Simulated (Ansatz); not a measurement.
`F[Si](F)(F)[GeH3]` + `F[Si](F)(F)S` → `F[Si](F)(F)S[Si](F)(F)F` + GeH₄ at 298.15 K and 1 bar (cleavage of the Si–Ge bond).

Computed with Ansatz on PBE0-D4/def2-TZVP structures; ΔE is electronic, products minus reactants. CBS: MP2 limit from def2 TZ/QZ plus the TZ coupled-cluster correction, frozen cores. For Ge outer-core shells are correlated without core-valence functions, which leaves a few kJ/mol of doubt a bond. Scalar relativity is left out up to krypton. Each species was taken in one conformer, which may not be the lowest.

```json
{"species": "`F[Si](F)(F)[GeH3]`", "CCSD(T)/CBS energy (Eh)": "-2666.58098", "H − E (kJ/mol)": "108.5", "S (J/(mol·K))": "354.6"}
{"species": "`F[Si](F)(F)S`", "CCSD(T)/CBS energy (Eh)": "-987.07717", "H − E (kJ/mol)": "69.1", "S (J/(mol·K))": "331.6"}
{"species": "`F[Si](F)(F)S[Si](F)(F)F`", "CCSD(T)/CBS energy (Eh)": "-1575.17999", "H − E (kJ/mol)": "88.8", "S (J/(mol·K))": "437.2"}
{"species": "GeH₄", "CCSD(T)/CBS energy (Eh)": "-2078.49493", "H − E (kJ/mol)": "88.5", "S (J/(mol·K))": "217.3"}
```

H − E and S are ideal-gas, rigid-rotor, harmonic terms from PBE0-D4/def2-TZVP, for one conformer and one mirror image of each species. 1 Eh = 2625.50 kJ/mol, R = 8.31446 J/(mol·K).

Q: By hand: ΔE, ΔH, ΔS and ΔG.

A: ΔE = (-1575.17999) + (-2078.49493) − (-2666.58098) − (-987.07717) = -0.01677 Eh = -44.0 kJ/mol. Δ(H − E) = 88.8 + 88.5 − 108.5 − 69.1 = -0.3, so ΔH = -44.3 kJ/mol. ΔS = 437.2 + 217.3 − 354.6 − 331.6 = -31.7 J/(mol·K). ΔG = -44.3 − 298.15 × (-31.7)/1000 = -34.8 kJ/mol.

Q: By hand: the equilibrium constant, and the temperature at which ΔG would vanish if ΔH and ΔS stayed fixed.

A: log₁₀ K = −ΔG/(RT ln 10) = 6.1. ΔG = 0 at ΔH/ΔS = 1397 K.

ΔH outweighs TΔS. A doubt of 5 kJ/mol in ΔE shifts log₁₀ K by 0.9 here. Other conformers and mirror images would add mixing entropy, several J/(mol·K) or more a flexible species. Modes under 60 cm⁻¹, often nearly free rotors, make the harmonic entropy too high. These are equilibria of isolated gas molecules and say nothing of rates. Largest T1 diagnostic: 0.012 (customary marks: 0.02 for closed shells, 0.045 for open ones).
